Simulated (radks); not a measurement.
Question: Species: La. Configuration: [Xe] 5d1 6s2 (the NIST ground configuration). Calculated with a radial shooting solver on a logarithmic mesh with Libxc functionals: Dirac Kohn-Sham, PBE, spin-unpolarised, spherical densities, point nucleus; open shells fill j = l - 1/2 first. Some entries of the table are withheld. Estimate them.

orbital,occ.,eigenvalue (hartree),<r^2> (bohr^2)
1s1/2,2,(1),(2)
2s1/2,2,-226.4196,0.01356
2p1/2,2,-213.5260,0.009960
2p3/2,4,-198.3437,0.01123
3s1/2,2,-48.42722,(3)
3p1/2,2,-42.99402,0.08769
3p3/2,4,-40.03495,0.09532
3d3/2,4,-30.52354,0.07846
3d5/2,6,-29.89053,0.08063
4s1/2,2,(4),0.4829
4p1/2,2,-7.77913,0.5176
4p3/2,4,-7.14973,0.5595
4d3/2,4,-3.87416,0.6737
4d5/2,6,-3.76490,0.6907
5s1/2,2,-1.42668,(5)
5p1/2,2,-0.88506,3.470
5p3/2,4,-0.79298,3.798
6s1/2,2,-0.13467,22.20
5d3/2,1,-0.11655,10.63
5d5/2,0,-0.10968,11.15

Answer: 
(1) 1s1/2 eigenvalue (hartree): -1422.922
(2) 1s1/2 <r^2> (bohr^2): 0.0008536
(3) 3s1/2 <r^2> (bohr^2): 0.09283
(4) 4s1/2 eigenvalue (hartree): -9.77800
(5) 5s1/2 <r^2> (bohr^2): 2.726
